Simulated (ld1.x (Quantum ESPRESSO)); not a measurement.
## Configuration tests for nickel (Ni) (TM)

ld1.x (Quantum ESPRESSO) 7.5 input, shortened:

```
&input
   title='Ni', zed=28., rel=1, dft='PZ', iswitch=3,
   config='[Ar] 3d8 4s1.5 4p0.5'
 /
 &inputp
   pseudotype=2, tm=.true., lloc=-1, rcloc=1.05,
   nlcc=.true., new_core_ps=.true., rcore=0.65
 /
3
4S  1  0   1.50   0.00  1.55  1.55  0.0
4P  2  1   0.50   0.00  2.45  2.45  0.0
3D  3  2   8.00   0.00  1.20  1.20  0.0
 &test
   configts(1)='3d8 4s1.5 4p0.5'
 /
```

Energies are relative to the spin-unpolarised reference configuration 3d8 4s1.5 4p0.5; without spin polarisation the order of configurations can differ from experiment. Spin-polarised rows fill each open shell by Hund’s rule, majority spin first.

Question: Give the all-electron excitation energy and the error of the potential for: 3d8 4s2 4p0; 3d8 4s1 4p0; 3d8 4s0 4p0; 3d8 4s0 4p1; 3d7 4s0 4p0; 3d7 4s2 4p0; 3d8.5 4s1.5 4p0; 3d8 4s1.5 4p0.5 (spin-polarised); 3d8 4s2 4p0 (spin-polarised).

Answer:

| valence configuration | charge | ΔE all-electron (eV) | error AE − PS (meV) |
| --- | --- | --- | --- |
| 3d8 4s2 4p0 | 0 | -2.298 | +0.1 |
| 3d8 4s1 4p0 | +1 | 7.302 | -3.6 |
| 3d8 4s0 4p0 | +2 | 24.962 | -27 |
| 3d8 4s0 4p1 | +1 | 13.075 | +32 |
| 3d7 4s0 4p0 | +3 | 62.760 | -153 |
| 3d7 4s2 4p0 | +1 | 14.108 | -161 |
| 3d8.5 4s1.5 4p0 | 0 | -3.499 | -28 |
| 3d8 4s1.5 4p0.5 (spin-polarised) | 0 | -1.168 | +46 |
| 3d8 4s2 4p0 (spin-polarised) | 0 | -3.211 | +51 |

Levels in the configuration 3d8.5 4s1.5 4p0:

```json
{"level": "3d", "all-electron (eV)": "-6.855", "pseudo (eV)": "-6.775"}
{"level": "4s", "all-electron (eV)": "-5.275", "pseudo (eV)": "-5.296"}
```

Note: ghost state, extra bound levels that the all-electron valence spectrum of the same l lacks: s at -94.7 eV. A true bound ghost makes a file unfit for plane-wave use.
